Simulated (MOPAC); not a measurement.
A run for MOPAC: PM7 on C2H5FO (a complex), monomers drawn apart or pushed together.

```
PM7 1SCF PRECISE CHARGE=0 THREADS=1
C2H5FO

C      0.16294404 1    -0.26083663 1    -0.45663354 1
F      0.45127305 1     1.04163771 1    -0.03604718 1
H      1.00099381 1    -0.62231485 1    -1.05313360 1
H      0.02099562 1    -0.88177696 1     0.42650337 1
H     -0.74462811 1    -0.23349629 1    -1.06025804 1
C      0.29799394 1     0.43742346 1     2.94025305 1
O      0.04522735 1    -0.70923406 1     2.68196270 1
H      0.37045423 1     0.79131068 1     3.98695012 1
H      0.46897808 1     1.18766920 1     2.14922060 1
```

The log:

```
*******************************************************************************
 **                                                                           **
 **                              MOPAC v23.2.5                                **
 **                                                                           **
 *******************************************************************************
 ** MOPAC's Digital Object Identifier: https://doi.org/10.5281/zenodo.6511958 **
 **                                                                           **
 ** Please cite the open-source release paper for use of this MOPAC version:  **
 ** J. E. Moussa and J. J. P. Stewart (2026)                                  **
 ** MOPAC: An open-source semiempirical molecular orbital program             **
 ** J. Open Source Softw., 11(119), 8025, https://doi.org/10.21105/joss.08025 **
 *******************************************************************************

                              PM7 CALCULATION RESULTS

 *******************************************************************************
 *  PM7        - The PM7 Hamiltonian to be used
 *
 *
 *
 *                 CHARGE ON SYSTEM = 0
 *
 *
 *
 *  PRECISE    - TIGHTER CRITERIA TO BE USED
 *  1SCF       - DO 1 SCF AND THEN STOP
 *  THREADS=1  - MULTI-THREADING NOT USED
 *  T=         - A TIME OF 172800.0 SECONDS REQUESTED
 *  DUMP=N     - RESTART FILE WRITTEN EVERY 7200.0 SECONDS REQUESTED
 *******************************************************************************
PM7 1SCF PRECISE CHARGE=0 THREADS=1
 C2H5FO

   ATOM   CHEMICAL          X               Y               Z
  NUMBER   SYMBOL      (ANGSTROMS)     (ANGSTROMS)     (ANGSTROMS)

     1       C          0.16294404  *  -0.26083663  *  -0.45663354  *
     2       F          0.45127305  *   1.04163771  *  -0.03604718  *
     3       H          1.00099381  *  -0.62231485  *  -1.05313360  *
     4       H          0.02099562  *  -0.88177696  *   0.42650337  *
     5       H         -0.74462811  *  -0.23349629  *  -1.06025804  *
     6       C          0.29799394  *   0.43742346  *   2.94025305  *
     7       O          0.04522735  *  -0.70923406  *   2.68196270  *
     8       H          0.37045423  *   0.79131068  *   3.98695012  *
     9       H          0.46897808  *   1.18766920  *   2.14922060  *



          CARTESIAN COORDINATES

    NO.       ATOM           X           Y           Z

     1         C          0.1629     -0.2608     -0.4566
     2         F          0.4513      1.0416     -0.0360
     3         H          1.0010     -0.6223     -1.0531
     4         H          0.0210     -0.8818      0.4265
     5         H         -0.7446     -0.2335     -1.0603
     6         C          0.2980      0.4374      2.9403
     7         O          0.0452     -0.7092      2.6820
     8         H          0.3705      0.7913      3.9870
     9         H          0.4690      1.1877      2.1492

 General Reference for PM7:
 "Optimization of Parameters for Semiempirical Methods VI: More Modifications to the
 NDDO Approximations and Re-optimization of Parameters", J. J. P. Stewart, J. Mol. Mod., 1:32, 19 (2013)
 https://link.springer.com/article/10.1007/s00894-012-1667-x

           Empirical Formula: C2 H5 O F  =     9 atoms



      MOLECULAR POINT GROUP   :   Cs


      RHF CALCULATION, NO. OF DOUBLY OCCUPIED LEVELS = 13


 -------------------------------------------------------------------------------
 PM7 1SCF PRECISE CHARGE=0 THREADS=1
 C2H5FO



     1SCF WAS SPECIFIED, SO BFGS WAS NOT USED
     SCF FIELD WAS ACHIEVED


                              PM7 CALCULATION
                                                       MOPAC v23.2.5 Linux




          FINAL HEAT OF FORMATION =        -73.89396 KCAL/MOL =    -309.17231 KJ/MOL


          COSMO AREA              =        106.80 SQUARE ANGSTROMS
          COSMO VOLUME            =         87.60 CUBIC ANGSTROMS

          IONIZATION POTENTIAL    =         10.276458 EV
          HOMO LUMO ENERGIES (EV) =        -10.276  0.504
          NO. OF FILLED LEVELS    =         13
          MOLECULAR WEIGHT        =         64.0593         POINT GROUP:  Cs

          MOLECULAR DIMENSIONS (Angstroms)

            Atom       Atom       Distance
            H     8    H     3     5.27242
            O     7    F     2     2.42427
            H     5    H     8     1.74097


          SCF CALCULATIONS        =          1





   ATOM   CHEMICAL          X               Y               Z
  NUMBER   SYMBOL      (ANGSTROMS)     (ANGSTROMS)     (ANGSTROMS)

     1       C          0.16294404  *  -0.26083663  *  -0.45663354  *
     2       F          0.45127305  *   1.04163771  *  -0.03604718  *
     3       H          1.00099381  *  -0.62231485  *  -1.05313360  *
     4       H          0.02099562  *  -0.88177696  *   0.42650337  *
     5       H         -0.74462811  *  -0.23349629  *  -1.06025804  *
     6       C          0.29799394  *   0.43742346  *   2.94025305  *
     7       O          0.04522735  *  -0.70923406  *   2.68196270  *
     8       H          0.37045423  *   0.79131068  *   3.98695012  *
     9       H          0.46897808  *   1.18766920  *   2.14922060  *

                             CARTESIAN COORDINATES

   1    C        0.162944040    -0.260836630    -0.456633540
   2    F        0.451273050     1.041637710    -0.036047180
   3    H        1.000993810    -0.622314850    -1.053133600
   4    H        0.020995620    -0.881776960     0.426503370
   5    H       -0.744628110    -0.233496290    -1.060258040
   6    C        0.297993940     0.437423460     2.940253050
   7    O        0.045227350    -0.709234060     2.681962700
   8    H        0.370454230     0.791310680     3.986950120
   9    H        0.468978080     1.187669200     2.149220600


           Empirical Formula: C2 H5 O F  =     9 atoms



      MOLECULAR POINT GROUP   :   Cs


                  EIGENVALUES
 -40.09063 -31.12268 -24.74186 -22.87460 -17.11456 -16.66715 -16.22053 -15.67300
 -14.86086 -14.14892 -13.26441 -13.21360 -10.27646   0.50381   2.90836   4.49708
   4.93668   5.15975   5.31736   5.49172   6.03901


              NET ATOMIC CHARGES AND DIPOLE CONTRIBUTIONS

  ATOM NO.   TYPE          CHARGE      No. of ELECS.   s-Pop       p-Pop
    1          C          -0.205258        4.2053     1.10211     3.10315
    2          F          -0.227071        7.2271     1.97334     5.25373
    3          H           0.134675        0.8653     0.86533
    4          H           0.161860        0.8381     0.83814
    5          H           0.134669        0.8653     0.86533
    6          C           0.214244        3.7858     1.15827     2.62749
    7          O          -0.429807        6.4298     1.87535     4.55445
    8          H           0.098850        0.9011     0.90115
    9          H           0.117837        0.8822     0.88216
 DIPOLE           X         Y         Z       TOTAL
 POINT-CHG.     0.184     0.844     0.052     0.866
 HYBRID        -0.002    -0.010    -0.004     0.011
 SUM            0.182     0.834     0.049     0.855


          ATOMIC ORBITAL ELECTRON POPULATIONS

     Atom    s        px        py        pz
    1  C   1.10211   1.13358   0.83844   1.13113
    2  F   1.97334   1.96359   1.36189   1.92826
    3  H   0.86533
    4  H   0.83814
    5  H   0.86533
    6  C   1.15827   0.67749   0.88658   1.06341
    7  O   1.87535   1.33255   1.30751   1.91440
    8  H   0.90115
    9  H   0.88216

 **********************
 *                    *
 * JOB ENDED NORMALLY *
 *                    *
 **********************




 == MOPAC DONE ==
```

The run finished.

Cost: around 0.03 core-seconds (rough).
